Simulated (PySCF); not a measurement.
# Dipole moment and polarisability of `CC#C[P@H](=O)CC`

Compound: C₅H₉OP.
SMILES with atom numbers: `[CH3:1][C:2]#[C:3][P@H:4](=[O:5])[CH2:6][CH3:7]` (hydrogens: H8, H9, H10 on C1; H11 on P4; H12, H13 on C6; H14, H15, H16 on C7)

Geometry (GFN2-xTB, Å), atoms numbered from 1 in this order:
```
atom  x, y, z in Å
C1     2.9026   -0.1593    1.5148
C2     1.8663   -0.0275    0.5203
C3     0.9874    0.0528   -0.2998
P4    -0.2135    0.3047   -1.5680
O5     0.1419    1.3216   -2.5589
C6    -1.7908    0.6062   -0.6954
C7    -2.1408   -0.4978    0.2863
H8     2.4649   -0.3716    2.4900
H9     3.4744    0.7663    1.5744
H10    3.5736   -0.9731    1.2412
H11   -0.3507   -0.9807   -2.0923
H12   -2.5572    0.7200   -1.4682
H13   -1.6872    1.5741   -0.1941
H14   -1.3398   -0.6241    1.0120
H15   -3.0586   -0.2602    0.8205
H16   -2.2801   -1.4425   -0.2353
```

Level: B3LYP/def2-SVPD (PySCF), static field, nuclei fixed, core orbitals frozen in the response. The polarisability tensor in these axes (au):

```
x   101.71  -1.49  16.39
y    -1.49  70.71  -6.58
z    16.39  -6.58  90.43
```

Q: Give the principal values, the mean and the anisotropy Δα = √{½[(α1 − α2)² + (α2 − α3)² + (α1 − α3)²]}.

A: Principal values 68.23, 80.62 and 114.00 au; mean 87.62 au = 12.98 Å³ = 14.45 × 10⁻⁴⁰ C²·m²/J; Δα = 41.00 au (47 % of the mean).

Q: What is the dipole moment, and where does it point?

A: (-0.27, -2.53, 4.34) D, 5.04 D in size, pointing from the negative to the positive side. Measured along this direction, the outermost atoms are O5 at the negative end and H8 at the positive end.

Q: Sum over states: ᾱ = Σ f/ω², ω in Eh. What share falls to these 8 lowest TDDFT singlets (eV, f)? 5.87, 0.0021; 5.99, 0.0072; 6.04, 0.0097; 6.20, 0.0017; 6.30, 0.0404; 6.49, 0.0073; 6.68, 0.0011; 6.90, 0.0017.

A: They add up to 1.35 au, 1.5 % of the 87.62 au; the largest single term is 0.75 au, from the state at 6.30 eV. Terms in order: 0.05, 0.15, 0.20, 0.03, 0.75, 0.13, 0.02, 0.03 au. Higher excitations give the rest. The strengths listed sum to 0.071.

Q: Rayleigh depolarisation ratio (linearly polarised light, static tensor)?

A: ρ = 3Δα²/(45ᾱ² + 4Δα²) = 5043.3/(345442 + 6724.5) = 0.0143.

Q: Give the principal axes and the span of the nuclei along them.

A: Largest value along (0.80, -0.12, 0.59), where the nuclei span 6.70 Å; middle along (-0.58, -0.39, 0.71), 4.89 Å; least along (-0.14, 0.91, 0.38), 3.25 Å. The response follows the extents in order.

Q: Give the eigenvalues of the traceless quadrupole moment Θ = ½Σq(3rr − r²1), origin at the centre of nuclear charge.

A: -17.91, 1.03, 16.88 D·Å. The values depend on the origin, since the dipole doesn't vanish. The electronic extent ⟨r²⟩ about the same centre is 1236 bohr², a root-mean-square distance of 2.36 Å for the 62 electrons.

Q: Orientational against electronic polarisability at 298 K (dilute gas, rigid molecules)?

A: In Gaussian units μ²/3kT = 205.42 Å³ against 12.98 Å³, a ratio of 15.82; the Debye molar polarisation (4π/3)N_A(α + μ²/3kT) is 550.9 cm³/mol, leaving out the vibrational part.

The structure is a single GFN2-xTB conformer in the gas phase; no vibrational or solvent corrections.
